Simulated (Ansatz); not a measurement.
Start from `N=C=CBr` and change one atom or group to get `N=C=C[O][AlH2]`.

Ansatz, PBE0-D4/def2-TZVP geometries, multiplicity 1. Each molecule was computed in one conformer, which needn't be the lowest.

Scalar relativity is left out up to krypton.

```
                                        property  `N=C=CBr`
              HOMO energy (PBE0/def2-TZVPP) / eV      -6.78
             LUMO energy (B3LYP/def2-TZVPP) / eV      -1.66
         HOMO–LUMO gap (ωB97M-V/def2-TZVPP) / eV       9.70
             HOMO energy (B3LYP/def2-TZVPP) / eV      -6.57
             HOMO–LUMO gap (PBE/def2-TZVPP) / eV       3.15
size of the dipole moment (B3LYP/def2-TZVPP) / D       1.81
```

(1) Give the same properties after the change, and the shifts. (An estimate is asked.)

Answers

(1) The calculation gave: 
```tsv
property	`N=C=C[O][AlH2]`	shift
HOMO energy (PBE0/def2-TZVPP) / eV	-6.12	0.66
LUMO energy (B3LYP/def2-TZVPP) / eV	-1.47	0.19
HOMO–LUMO gap (ωB97M-V/def2-TZVPP) / eV	8.66	-1.04
HOMO energy (B3LYP/def2-TZVPP) / eV	-5.94	0.63
HOMO–LUMO gap (PBE/def2-TZVPP) / eV	2.97	-0.18
size of the dipole moment (B3LYP/def2-TZVPP) / D	1.70	-0.11
```

With PBE0 the HOMO rises by 0.66 eV and the LUMO rises by 0.18 eV, so the gap narrows by about 0.48 eV. PBE moves the HOMO by 0.62 eV and ωB97M-V by 0.60 eV. The zero-point energy changes by 47.0 kJ/mol with +9 modes. Dipoles are sizes alone; their direction can turn.

B3LYP here is the variant with VWN-RPA as its local correlation; programs differ in this.

Spin–orbit coupling is left out; it splits and shifts lone-pair levels of the heavy atoms by tenths of an eV.
